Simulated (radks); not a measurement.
Q: The mean radii <r> (bohr) of the occupied orbitals of an atom or ion are listed with their occupations. Method: scalar-relativistic Kohn-Sham, SCAN, spin-polarised, spherical densities, finite nucleus; meta-GGA in the generalised Kohn-Sham scheme; Fermi nuclear charge, rms radius of each element as measured or else 0.836 A^(1/3) + 0.57 fm; computed with a radial shooting solver on a logarithmic mesh with Libxc functionals.

orbital  occ.      <r>
1s up       1  0.01744
1s down     1  0.01744
2s up       1  0.07358
2s down     1  0.07358
2p up       3  0.06623
2p down     3  0.06623
3s up       1   0.1903
3s down     1   0.1902
3p up       3   0.1912
3p down     3   0.1912
3d up       5   0.1734
3d down     5   0.1734
4s up       1   0.4231
4s down     1   0.4232
4p up       3   0.4501
4p down     3   0.4501
4d up       5   0.4784
4d down     5   0.4781
5s up       1   0.9821
5s down     1   0.9731
4f up       7   0.5360
4f down     7   0.5332
5p up       3    1.129
5p down     3    1.120
5d up       5    1.529
5d down     1    1.548

Name the element and its charge. Open shells, if any, are filled with parallel spins first.

A: Z = 77, iridium, charge +3: Ir3+ in [Xe] 4f14 5d6. The 1s radius gives Z: for a bare nucleus <r> = (2 gamma + 1)/(2Z) with gamma = sqrt(1 - (Z/c)^2), 0.01724 bohr for Z = 77, and screening makes it slightly larger (0.01744 here). The occupations add up to 74, and the charge is Z minus that.
